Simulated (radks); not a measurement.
Spherical quantum dot in the effective-mass picture: electrons in a parabolic well V = omega^2 r^2 / 2 with omega = 0.647, all in effective atomic units (hartree* = m*/eps^2 hartree, bohr* = eps/m* bohr), one dielectric constant everywhere. Calculated with a radial shooting solver with Libxc functionals: non-relativistic Kohn-Sham, PBE, spin-polarised, spherical densities. Levels are named by radial order and angular momentum (1s, 1p, 1d, 2s, ...), and open shells are averaged over m. Results are scaled to m* = 0.042 and eps = 14.5, for which hartree* = 5.436 meV and bohr* = 18.27 nm. Each electron was tried in the lowest free levels, single moves between levels near the top were tried too, and the lowest total energy was kept; such a search can miss a lower state. The series stops at N = 31: beyond it a trial failed or the search could not be trusted, so later rows were left out. At N = 1 the Hartree and exchange-correlation terms need not cancel, so that row can carry a self-interaction error.

N,open shells,2S,E (meV),mu = E(N) - E(N-1) (meV),addition energy mu(N+1) - mu(N) (meV),e(HOMO) (meV),rms radius (nm)
1,"1s(up 1, down 0)",1,5.29727,5.2973,3.151,6.5370,27.90
2,none,0,13.7451,8.4478,5.105,9.5928,30.06
3,"1p(up 1, down 0)",1,27.2977,13.553,1.985,14.534,34.04
4,"1p(up 2, down 0)",2,42.8353,15.538,2.002,16.542,36.43
5,"1p(up 3, down 0)",3,60.3746,17.539,2.519,18.531,38.23
6,"1p(up 3, down 1)",2,80.4333,20.059,1.775,20.937,39.85
7,"1p(up 3, down 2)",1,102.267,21.834,1.796,22.733,41.23
8,none,0,125.897,23.630,3.995,24.524,42.48
9,"1d(up 1, down 0)",1,153.521,27.624,1.587,28.419,44.11
10,"1d(up 2, down 0)",2,182.733,29.212,1.579,30.003,45.52
11,"1d(up 3, down 0)",3,213.524,30.791,1.565,31.576,46.78
12,"1d(up 4, down 0)",4,245.881,32.356,1.548,33.134,47.92
13,"1d(up 5, down 0)",5,279.785,33.905,1.961,34.673,48.97
14,"1d(up 5, down 1)",4,315.650,35.865,1.450,36.590,49.99
15,"1d(up 5, down 2)",3,352.965,37.315,1.447,38.039,50.94
16,"1d(up 5, down 3)",2,391.727,38.761,1.438,39.482,51.83
17,"1d(up 5, down 4)",1,431.926,40.200,1.427,40.915,52.68
18,none,0,473.553,41.627,1.785,42.336,53.49
19,"2s(up 1, down 0)",1,516.965,43.412,1.650,44.122,54.29
20,none,0,562.027,45.062,2.586,45.751,55.07
21,"1f(up 1, down 0)",1,609.675,47.648,1.300,48.300,55.93
22,"1f(up 2, down 0)",2,658.624,48.949,1.292,49.596,56.74
23,"1f(up 3, down 0)",3,708.865,50.241,1.284,50.885,57.52
24,"1f(up 4, down 0)",4,760.390,51.525,1.275,52.164,58.27
25,"1f(up 5, down 0)",5,813.190,52.800,1.266,53.434,58.99
26,"1f(up 6, down 0)",6,867.255,54.066,1.256,54.695,59.68
27,"1f(up 7, down 0)",7,922.577,55.322,1.571,55.947,60.35
28,"1f(up 7, down 1)",6,979.470,56.893,1.213,57.500,61.01
29,"1f(up 7, down 2)",5,1037.58,58.106,1.208,58.711,61.65
30,"1f(up 7, down 3)",4,1096.89,59.314,1.202,59.916,62.27
31,"1f(up 7, down 4)",3,1157.41,60.515,-,61.114,62.87

All shells are closed at N = 2, 8, 18, 20 (there: 1s2 1p6 1d10 2s2); the second difference of the energy has clear peaks (12 % above both neighbours; the first and last values, which can be the largest, are not judged, and half-filled shells can peak too) at N = 2, 5, 8, 13, 20, 27.
